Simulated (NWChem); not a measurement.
Species: CHCl₂ cation

```xyz
4

Cl     1.4473     0.0000    -0.1565
C      0.0000     0.0000     0.6084
Cl    -1.4473     0.0000    -0.1565
H      0.0000     0.0000     1.7010
```
Atoms are numbered in this order, from 1.

Program: NWChem. Geometry optimised at B3LYP/6-31G*; all other runs use it. Pople sets run with spherical d functions. Vzz has the sign of the potential's second derivative.

| quantity | level | value |
|---|---|---|
| highest occupied level (eV) | LDA (Slater exchange, PW92)/def2-TZVP | -15.04 |
| charge (e), ESP Cl1 | B3LYP/def2-SVP | ? |
| vertical, lowest excitation, singlet (eV) | CAM-B3LYP/6-31+G*, full TDDFT | ? |
| solvation free energy (kcal/mol) in cyclohexane | B3LYP/6-31G*, SMD | -32.3 |
| Vzz Cl3 (a.u.) | Hartree-Fock/cc-pVTZ | 3.626 |
| highest harmonic frequency (cm⁻¹) | B3LYP/6-31G* | ? |

Q: What belongs in the gaps?

A: 
- charge (e), ESP Cl1, value: 0.34
- vertical, lowest excitation, singlet (eV), value: 4.12
- highest harmonic frequency (cm⁻¹), value: 3191
